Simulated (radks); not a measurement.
Spherical quantum dot in the effective-mass picture: electrons in a parabolic well V = omega^2 r^2 / 2 with omega = 0.0579, all in effective atomic units (hartree* = m*/eps^2 hartree, bohr* = eps/m* bohr), one dielectric constant everywhere. Method: non-relativistic Kohn-Sham, LDA (Slater exchange, Perdew-Wang correlation), spin-polarised, spherical densities; computed with a radial shooting solver with Libxc functionals. Levels are named by radial order and angular momentum (1s, 1p, 1d, 2s, ...), and open shells are averaged over m. Results are scaled to m* = 0.126 and eps = 8, for which hartree* = 53.57 meV and bohr* = 3.36 nm.

N = 19, configuration 1s2 1p6 1d10 2s(up 1, down 0). This is the lowest configuration that the search found (a dilute case). Occupied and some empty levels:

level    occupation  eigenvalue (meV)  <r> (nm)
1s up             1            80.522     37.18
1s down           1            80.660     40.13
1p up             3            81.083     43.48
1p down           3            81.135     44.10
1d up             5            81.811     46.80
1d down           5            81.841     46.95
2s up             1            82.191     32.95
2s down           0            82.638     33.45
1f up             0            82.714     49.24
1f down           0            82.738     49.26
2p up             0            83.568     37.73
1g up             0            83.780     51.26
2p down           0            83.792     38.99
1g down           0            83.802     51.25

Energy (meV): total 914.606, kinetic 27.705, external 317.24, Hartree 660.99, exchange-correlation -91.324.

Electron density:

r (nm)  n(r) (e/nm^3)
4.14       0.00002876
8.74       0.00002537
13.3       0.00002132
17.9       0.00001836
22.6       0.00001758
27.2       0.00001915
31.8       0.00002239
36.4       0.00002592
41.0       0.00002792
45.6       0.00002654
50.2       0.00002125
54.8       0.00001370
59.4        6.856e-06
64.0        2.603e-06
68.6        7.464e-07
73.2        1.618e-07
77.8        2.673e-08
82.4        3.377e-09
87.0        3.302e-10
